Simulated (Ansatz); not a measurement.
Reaction (formal exchange of groups at a B–Cl bond): `NB(Cl)CF` + GeH₄ → `N[B]([GeH3])CF` + HCl

Gas-phase electronic energies from Ansatz, PBE0-D4/def2-TZVP geometries. CBS: MP2 limit from def2 TZ/QZ plus the TZ coupled-cluster correction, frozen cores. This one scheme is used for every species. DFT in def2-TZVPP. B3LYP here is the variant with VWN-RPA as its local correlation; programs differ in this. For Ge outer-core shells are correlated without core-valence functions, which leaves a few kJ/mol of doubt a bond. Scalar relativity is left out up to krypton. One conformer a species, not always the lowest.

Is it downhill or uphill in electronic energy at CCSD(T)/CBS, and by how much? (Estimate.)

Computed: Uphill: ΔE = +83.7 kJ/mol.

What do these levels give: PBE-D4, B3LYP-D4, ωB97M-V, B2PLYP, PBE, r2SCAN, PBE0, HF/def2-TZVPP, SCS-MP2/def2-TZVPP, CCSD/def2-TZVPP, CCSD(T)/def2-TZVPP, SCS-MP2/def2-QZVPP? (Best estimate.)

The calculation gave: PBE-D4 83.6, B3LYP-D4 88.8, ωB97M-V 90.7, B2PLYP 91.9, PBE 85.6, r2SCAN 92.4, PBE0 88.8, HF/def2-TZVPP 104.8, SCS-MP2/def2-TZVPP 90.8, CCSD/def2-TZVPP 86.0, CCSD(T)/def2-TZVPP 85.0, SCS-MP2/def2-QZVPP 91.0 kJ/mol.

Largest T1 diagnostic among the species: 0.012.

From PBE to PBE0 (25 % exact exchange), in def2-TZVPP and without D4, ΔE moves by +3.2 kJ/mol. In def2-TZVPP, CCSD(T) changes the Hartree–Fock value by −19.8 kJ/mol (the triples alone add −1.0 kJ/mol) and MP2 by −14.7 kJ/mol.
